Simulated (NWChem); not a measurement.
Atomisation of BeF2

```xyz
3

Be     0.0000     0.0000     0.0000
F      0.0000     0.0000     1.3865
F      0.0000     0.0000    -1.3865
```
Charge 0, spin multiplicity 1.

Everything below was run with NWChem. Structure: optimised with B3LYP/def2-SVP, a minimum by its harmonic frequencies.

Basis set: def2-TZVP. The atomisation energy is electronic alone: no zero-point, thermal, spin-orbit or counterpoise terms. No value is extrapolated to the basis-set limit. Free atoms are single determinants with multiplicities Be 1, F 2. Correlated methods freeze the same cores in atoms and molecule, 3 orbitals in all.

B3LYP has NWChem's definition, with VWN1-RPA local correlation. The structure started from a generated list of species. No SCF solution was tested for a lower state. Open-shell Hartree-Fock references start from PBE0 orbitals. Coupled-cluster values serve here as a point of comparison, not as the truth.

| method | atomisation energy (kcal/mol) |
|---|---|
| PBE0 | (withheld) |
| LC-wPBE (omega 0.3 per bohr) | (withheld) |
| LDA (SVWN5) | 345.1 |
| HF | 233.2 |
| B3LYP | 302.2 |
| CCSD(T) | 287.7 |
| MP2 | 311.1 |
| PBE | 309.7 |
| BLYP | 307.3 |
| BHandHLYP | 287.7 |

Fill in the missing entries.


- PBE0, atomisation energy (kcal/mol): 297.9
- LC-wPBE (omega 0.3 per bohr), atomisation energy (kcal/mol): 306.0
